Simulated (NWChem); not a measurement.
# CH5ClO2Si; SMILES CO[Si@H](O)Cl

```xyz
10

C      1.0313     1.9199     0.5536
O      0.3498     1.3588    -0.5569
Si    -0.5319    -0.0444    -0.5111
O     -1.8112     0.0207     0.5554
Cl     0.7058    -1.6146     0.1063
H      1.8026     1.2238     0.9526
H      0.3297     2.1771     1.3784
H      1.5357     2.8493     0.2221
H     -1.0227    -0.2547    -1.8941
H     -1.6940    -0.4825     1.3796
```
Atoms are numbered in this order, from 1.

Results from NWChem. Medium grid unless said otherwise, to which SCAN and Minnesota functionals are sensitive. All runs use the structure optimised with PBE-D3(BJ)/def2-SVP. Total energies of different functionals are on different scales.

```
level                                                               energy (Ha)  highest occupied level (eV)  orbital gap (eV)  dipole (D)
------------------------------------------------------------------  -----------  ---------------------------  ----------------  ----------
B3LYP/def2-SVP                                                        -941.0334                        -8.18              8.96        1.73
PBE/def2-SVP                                                          -940.4422                        -6.84              6.99        1.71
BLYP/def2-SVP                                                         -940.9333                        -6.68              6.86        1.69
RPBE/def2-SVP                                                         -940.9092                        -6.81              7.00        1.69
r2SCAN0/def2-SVP                                                      -940.8158                        -8.79             10.30        1.79
KT2/def2-SVP                                                          -949.7229                        -6.97              6.98        1.66
PW6B95/def2-SVP                                                       -941.8291                        -8.62              9.69        1.74
LC-wPBE (HJS exchange hole, range parameter 0.4 per bohr)/def2-SVP    -940.6178                       -11.35             14.79        1.80
B97-D/def2-SVP                                                        -940.9039                        -6.90              7.18        1.71
LC-BLYP (range parameter 0.33 per bohr)/def2-SVP                      -940.1721                       -10.68             13.56        1.78
```
